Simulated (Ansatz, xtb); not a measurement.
Breaking a bond: SMILES [GaH3]. The Ga1–H4 bond (Ga1 also carries H, H; H4 carries nothing else) is stretched with both fragments frozen at the PBE0/def2-TZVP optimised geometry.

Computed with: RCCSD = CCSD on RHF/def2-SVP, cores with 3d frozen (Ansatz, a first-principles code); FCI = Ansatz with full CI/def2-SVP, cores with 3d frozen; RKS-PBE = restricted PBE/def2-SVP in Ansatz; GFN1-xTB (xtb); UHF/def2-SVP (Ansatz).

Energies are in mEh, each relative to the lowest point of its own curve near equilibrium.

| R / Å | RCCSD | FCI | RKS-PBE | GFN1-xTB | UHF |
|---|---|---|---|---|---|
| 1.25 | 47.7 | 47.8 | 44.4 | 46.5 | 47.2 |
| 1.36 | 17.9 | 18.0 | 16.6 | 13.5 | 17.4 |
| 1.41 | 10.0 | 10.1 | 9.2 | ___ | 9.5 |
| 1.47 | 3.9 | 3.9 | 3.5 | 1.6 | 3.5 |
| 1.52 | 1.1 | 1.1 | 1.0 | 0.0 | 0.9 |
| 1.57 | 0.0 | 0.0 | 0.0 | 0.0 | 0.0 |
| 1.60 | 0.0 | 0.0 | 0.1 | 0.5 | 0.2 |
| 1.68 | 2.2 | 2.1 | 2.1 | 3.6 | 2.7 |
| 1.76 | 6.5 | 6.4 | 6.2 | 8.3 | 7.6 |
| 1.79 | 8.6 | 8.4 | 8.1 | 10.4 | 9.8 |
| 1.93 | 20.3 | 20.0 | 19.1 | 21.8 | 22.7 |
| 2.10 | 36.9 | 36.3 | 34.7 | 37.4 | 41.2 |
| 2.37 | 63.4 | 62.1 | 60.3 | 62.9 | 70.6 |
| 2.60 | 83.3 | 81.3 | 80.4 | 83.8 | 85.7 |
| 2.82 | 99.0 | 96.1 | 97.4 | 102.2 | 93.7 |
| 3.19 | — | 113.1 | 120.5 | 128.6 | ___ |
| 3.40 | — | 119.1 | 130.8 | 141.2 | 101.7 |
| 3.79 | — | 125.3 | 145.6 | 160.5 | 103.1 |
| 4.24 | — | ___ | 157.1 | 177.7 | 103.7 |
| 4.68 | — | 129.0 | 164.4 | ___ | ___ |
| 5.45 | — | 129.4 | 171.3 | 202.0 | ___ |

Question: Complete the blanks.

Answer: 
- 1.41, GFN1-xTB: 6.3
- 3.19, UHF: 100.1
- 4.24, FCI: 128.1
- 4.68, GFN1-xTB: 189.9
- 4.68, UHF: 103.9
- 5.45, UHF: 104.0

A dash means that the run gave no value there, or that the column was ended at a point which the program doubted or which failed a test of continuity chosen for this set; such a test can also cut sound points.

The T1 diagnostic of CCSD on the restricted reference of RCCSD exceeds 0.045 at 3.19 to 5.45 Å. The restricted form behind RKS-PBE keeps the bonding electrons paired and can't separate into open-shell fragments. The unrestricted determinant behind UHF is spin-contaminated at 2.37 to 5.45 Å (<S²> up to 1.0, against 0.00 for a pure singlet).
